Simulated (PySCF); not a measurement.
**Spinor energies of Tl⁻ (thallium, charge -1)**

Start: [Xe] 4f14 5d10 6s2 6p2; 6p1/2 filled at m_j = -1/2, +1/2. Calculated with PySCF 2.14 in x2c-TZVPall-2c with one added diffuse shell each of s, p, d, f type (12s12p10d4f, 126 functions): generalised Hartree-Fock with the X2C-1e Hamiltonian and a Gaussian nucleus; one run each with spin-orbit coupling (SO) switched off, then screened by Boettger's factors.

| spinor shell | electrons | ε, spin-free (eV) | ε, screened SO (eV) | weight of nominal j (screened SO) | rms radius, screened SO (bohr) |
| --- | --- | --- | --- | --- | --- |
| 1s1/2 | 2 | -86011.5 | -85974.8 | 1.000 | 0.0184 |
| 2s1/2 | 2 | -15467.7 | -15455.6 | 1.000 | 0.0743 |
| 2p1/2 | 2 | -13319.7 | -14811.4 | 1.000 | 0.0628 |
| 2p3/2 | 4 | -13319.7 | -12740.6 | 1.000 | 0.0710 |
| 3s1/2 | 2 | -3760.1 | -3755.6 | 1.000 | 0.189 |
| 3p1/2 | 2 | -3132.3 | -3466.1 | 1.000 | 0.181 |
| 3p3/2 | 4 | -3132.3 | -2999.1 | 1.000 | 0.197 |
| 3d3/2 | 4 | -2470.0 | -2527.1 | 1.000 | 0.173 |
| 3d5/2 | 6 | -2470.0 | -2427.8 | 1.000 | 0.178 |
| 4s1/2 | 2 | -874.10 | -872.24 | 1.000 | 0.416 |
| 4p1/2 | 2 | -664.82 | -746.44 | 1.000 | 0.420 |
| 4p3/2 | 4 | -664.82 | -631.31 | 1.000 | 0.454 |
| 4d3/2 | 4 | -413.75 | -425.80 | 1.000 | 0.465 |
| 4d5/2 | 6 | -413.75 | -403.72 | 1.000 | 0.476 |
| 5s1/2 | 2 | -148.09 | -147.17 | 1.000 | 0.942 |
| 4f5/2 | 6 | -134.29 | -135.69 | 1.000 | 0.509 |
| 4f7/2 | 8 | -134.29 | -131.12 | 1.000 | 0.511 |
| 5p1/2 | 2 | -88.554 | -102.88 | 1.000 | 1.02 |
| 5p3/2 | 4 | -88.554 | -81.872 | 1.000 | 1.11 |
| 5d3/2 | 4 | -18.101 | -18.903 | 1.000 | 1.46 |
| 5d5/2 | 6 | -18.101 | -16.309 | 1.000 | 1.51 |
| 6s1/2 | 2 | -7.545 | -7.078 | 1.000 | 2.89 |
| 6p1/2 | 2 | -0.421 | -0.209 | 1.000 | 5.42 |

| quantity | spin-free | screened SO |
| --- | --- | --- |
| E (hartree) | -20230.25810 | -20265.12656 |
| M_J | 0 | 0 |
| ⟨J²⟩ | 2.016 | 0.000 |
| ⟨L²⟩ | 2.007 | 1.517 |
| ⟨S²⟩ | 2.009 | 1.517 |

Breit and QED terms are absent; they matter most for the inner s and p1/2 levels.

Densities and radii are taken from the X2C orbitals without a picture-change correction, which distorts them close to the nucleus.

Without spin-orbit coupling the j labels of p, d and f shells carry no meaning; the spin-free column gives the mean over the occupied spinors of each nl shell.
